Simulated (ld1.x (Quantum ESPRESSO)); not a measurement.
## Varying the TM semilocal potential for H (Z = 1)

Base potential:

| Item | Value |
| --- | --- |
| Element | H (Z = 1) |
| Generator | ld1.x (Quantum ESPRESSO) 7.5 |
| Type | norm-conserving Troullier–Martins (semilocal form) |
| Functional | Wu–Cohen |
| Relativity | scalar-relativistic |
| Frozen core | none |
| Valence charge | 1 |
| Reference configuration | 1s1 |
| Partial waves | 1s (bound): rc 1.00 bohr |
| Local potential | the s channel |
| Core correction | none |

Cutoffs, loose and tight: the cutoffs (Ry, on a coarse ladder) from which the occupation-weighted sum of valence levels, in a spherical-Bessel basis at the reference potential, stays within 10 and 1 mRy of its value at 400 Ry. They do not see the model core or the augmentation charge, which bear on the density cutoff. Test errors are all-electron minus pseudo excitation energies from the reference, over the configurations 1s0.5. A dash means not determined; rows that change the core or the reference have their own tests.

A semilocal file is local in each channel, so a ghost entry of none says nothing of the separable form that plane-wave codes build from it.

| change | outcome | cutoff, loose | cutoff, tight | bound ghosts |
| --- | --- | --- | --- | --- |
| base | generated | 25 Ry | 50 Ry | none |
| wave 1s (bound): rc 1.00 bohr becomes 1s (bound): rc 0.74 bohr | generated | 35 Ry | 70 Ry | none |
| wave 1s (bound): rc 1.00 bohr becomes 1s (bound): rc 0.84 bohr | generated | 30 Ry | 60 Ry | none |
| wave 1s (bound): rc 1.00 bohr becomes 1s (bound): rc 0.94 bohr | generated | 30 Ry | 50 Ry | none |
| wave 1s (bound): rc 1.00 bohr becomes 1s (bound): rc 1.08 bohr | generated | 25 Ry | 40 Ry | none |
| wave 1s (bound): rc 1.00 bohr becomes 1s (bound): rc 1.16 bohr | generated | 21 Ry | 40 Ry | none |
| wave 1s (bound): rc 1.00 bohr becomes 1s (bound): rc 1.24 bohr | generated | 21 Ry | 35 Ry | none |
| wave 1s (bound): rc 1.00 bohr becomes 1s (bound): rc 1.30 bohr | generated | 18 Ry | 35 Ry | none |
| wave 1s (bound): rc 1.00 bohr becomes 1s (bound): rc 1.40 bohr | generated | 18 Ry | 30 Ry | none |

Reading the sweep of the scale of all radii (base = 1) (base included, trends over the rows without a ghost): The loose cutoff falls from 35 Ry at 0.74 to 18 Ry at 1.4. A larger radius leaves more room for a smooth pseudo-wave, so fewer plane waves are needed; a smaller one forces it to follow the all-electron wave where it bends sharply.
